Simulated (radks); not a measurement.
Values are calculated unless marked as measured or tabulated.
All-electron atom: Te II in [Kr] 4d10 5s2 5p3. Level of theory: scalar-relativistic Kohn-Sham, r2SCAN, spin-polarised, spherical densities, finite nucleus; open shells are filled with parallel spins first (spin-orbit coupling, left out, can overturn this in heavy ions); meta-GGA in the generalised Kohn-Sham scheme; Fermi nuclear charge, rms radius 4.7423 fm (a radial shooting solver on a logarithmic mesh with Libxc functionals).

Unscreened Slater integrals over Kohn-Sham orbitals (eV). They are taken over the spin-up orbitals.

| integral | value |
|---|---|
| F0(5p,5p) | 10.011 |
| F2(5p,5p) | 5.4074 |
| F0(5p,5s) | 10.820 |
| G1(5p,5s) | 7.1635 |
| F0(5p,4d) | 12.561 |
| F2(5p,4d) | 3.3516 |
| G1(5p,4d) | 1.0797 |
| G3(5p,4d) | 0.97612 |
| F0(5p,4p) | 12.762 |
| F2(5p,4p) | 2.7943 |
| G0(5p,4p) | 0.52524 |
| G2(5p,4p) | 0.67056 |
| F0(5s,5s) | 11.935 |
| F0(5s,4d) | 14.642 |
| G2(5s,4d) | 1.8146 |
| F0(5s,4p) | 14.951 |
| G1(5s,4p) | 0.97204 |
| F0(4d,4d) | 25.274 |
| F2(4d,4d) | 12.752 |
| F4(4d,4d) | 8.4366 |
| F0(4d,4p) | 27.256 |
| F2(4d,4p) | 13.807 |
| G1(4d,4p) | 17.552 |
| G3(4d,4p) | 10.854 |
| F0(4p,4p) | 29.770 |
| F2(4p,4p) | 15.656 |

Derived for the open shells (J is the average intra-shell exchange parameter used in DFT+U). 5p: J = F2/5 = 1.081 eV.
